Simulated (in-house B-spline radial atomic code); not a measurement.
Binding energies in Cs²⁹⁺

NIST's tabulated ground configuration is [Ar] 3d8; each binding energy is the energy of the ion with one electron taken from that subshell, relaxed, less that of the parent. Method: Dirac-Hartree-Fock, average of configuration, Fermi nucleus of rms radius 4.8041 fm. Calculated with an all-electron radial atomic-structure program (B-spline basis). Energies include first-order Breit, QED and recoil terms.

```tsv
subshell	X-ray name	binding energy (eV)	-ε (eV)	relaxation (eV)
2s	L1	6845.6	6876.2	16.1
2p1/2	L2	6492.5	6525.8	19.2
2p3/2	L3	6142	6169.8	17.9
3s	M1	2234	2239.3	2.3
3p1/2	M2	2087.9	2093.3	2.7
3p3/2	M3	2014	2018.2	2.5
3d	M4,5	1768.1	1772.3	3.4
```

Relaxation = -ε minus the binding energy without Breit, QED and recoil terms.

Emission lines follow as differences of binding energies, with λ = 12398.42 eV·Å / E:

```json
{"line": "L1-M3", "holes": "2s → 3p3/2", "energy (eV)": "4831.6", "wavelength (Å)": "2.5661"}
{"line": "L3-M1", "holes": "2p3/2 → 3s", "energy (eV)": "3908.0", "wavelength (Å)": "3.1726"}
```

Task: What does it cost to remove both a 3p3/2 and a 3d electron?

Result: 3861.4 eV, which is 79.34 eV more than the two single binding energies together.

Task: What does it cost to remove both a 2p3/2 and a 3d electron?

Result: 8016.5 eV, which is 106.3 eV more than the two single binding energies together.
